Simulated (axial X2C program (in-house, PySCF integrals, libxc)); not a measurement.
**Low determinants of SeI at the PBE0 level, two-component**

All values were computed with an in-house relativistic program for diatomic molecules. Two-component (2c) means X2C with spin–orbit coupling and atomic mean-field two-electron Coulomb and Gaunt terms; the speed of light was multiplied by 0.8, so these are model numbers, not those of the real molecule. Basis: I dyall-v3z [11s12p8d1f], Se dyall-v3z [9s9p6d1f] (cores contracted in-house); Gaussian nuclei, density fitting, unrestricted open shells. Masses: I 126.904 u, Se 79.917 u.

Search at 2.490 Å (vertical energies from the lowest determinant):

```
ΔE (eV)    state  electrons beyond evenly filled partner blocks  electrons in ±ω = 1/2, 3/2, 5/2, 7/2
   0.00  Ω = 3/2                                        ω = 3/2                             56 25 6 0
   0.49  Ω = 1/2                                        ω = 1/2                             55 26 6 0
   2.14  Ω = 1/2                                        ω = 1/2                             57 24 6 0
   2.20  Ω = 1/2                          2 × ω = -1/2, ω = 3/2                             56 25 6 0
   2.64  Ω = 5/2                           2 × ω = 1/2, ω = 3/2                             56 25 6 0
   3.35  Ω = 7/2                           ω = 1/2, 2 × ω = 3/2                             57 24 6 0
   3.74  Ω = 5/2                          ω = -1/2, 2 × ω = 3/2                             57 24 6 0
```

Lowest determinant, Ω = 3/2 (⟨Sz⟩ = 0.50, ⟨Lz⟩ = 1.00 at PBE0): Re = 2.449 Å, ωe = 273.7 cm⁻¹.

The determinant in row 2 of the search, Ω = 1/2 (⟨Sz⟩ = -0.49, ⟨Lz⟩ = 0.99 at PBE0), was followed along the bond at PBE0; measured from the minimum of the lowest determinant it gives:

Te = 0.498 eV (4017 cm⁻¹), Re = 2.469 Å, ωe = 261.9 cm⁻¹.

Task: Compare the bond of the determinant in row 2 with that of the lowest one.

Result: At PBE0 its Re is 0.020 Å longer and its force constant, which goes as ωe², is 0.92 times that of the lowest determinant. T0 ≈ Te + Δωe/2 = 4017 + (-6) = 4011 cm⁻¹.

The search compares states at one distance, so a state with another bond length can lie lower; it is not exhaustive and yields mostly the lowest determinant of each block pattern, so other components and higher states of one pattern are missing. These are energies of single determinants, not of spin-adapted states; PBE0 term energies can be off by some tenths of an eV, and the functional has no current term.
